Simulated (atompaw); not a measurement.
# Before and after: PAW (atompaw) potential for tungsten

W (Z = 74), PAW, made with atompaw 4.2.0.5 (PBE, scalar-relativistic). Core [Xe] 4f14, reference 5d4 6s2 6p0. Waves: 6s (bound): rc 3.00 bohr; 6s channel at 1.85 Ry: rc 2.30 bohr; 6p (bound, empty): rc 3.00 bohr; 6p channel at 0.5 Ry: rc 3.00 bohr; 5d (bound): rc 2.05 bohr; 5d channel at 0.05 Ry: rc 2.05 bohr. Local part: troulliermartins scheme with l = 3 at 0 Ry, radius 2.65 bohr. Core correction: smooth core density matched at 2.00 bohr. Augmentation charge: sinc compensation charge, radius 2.35 bohr; PAW radius 3.00 bohr; waves and projectors: custom rrkj vanderbiltortho.

Change: reference 5d4 6s1.5 6p0.

Cutoffs: the cutoffs (Ry, on a coarse ladder) from which the occupation-weighted sum of valence levels, in a spherical-Bessel basis at the reference potential, stays within 10 and 1 mRy of its value at 400 Ry; they do not see the model core or the augmentation charge, which bear on the density cutoff.

**Question.** What does the change do?

**Answer.** The potential gets neither clearly harder nor softer (25 Ry and 35 Ry → 25 Ry and 35 Ry); both files keep a bound ghost (s).

| quantity | base | changed |
| --- | --- | --- |
| cutoff, loose | 25 Ry | 25 Ry |
| cutoff, tight | 35 Ry | 35 Ry |
| bound ghosts | s | s |
| s: phases at 3.01 bohr within 0.05 rad from the reference energy up to (Ry; the scan ends near 5) | 3.6 | 3.4 |
| p: phases at 3.01 bohr within 0.05 rad from the reference energy up to (Ry; the scan ends near 5) | 0.8 | 1.2 |
| d: phases at 3.01 bohr within 0.05 rad from the reference energy up to (Ry; the scan ends near 5) | to the end of the scan | to the end of the scan |
| lowest overlap eigenvalue by channel | s 0.35, p 0.52, d 0.95 | s 0.37, p 0.51, d 0.96 |

 A true bound ghost makes a file unfit for plane-wave use even where its test errors are small: the radial tests pick states by their node count and pass the ghost by. The cutoffs see the waves, projectors and local potential, not the compensation charge or the core.
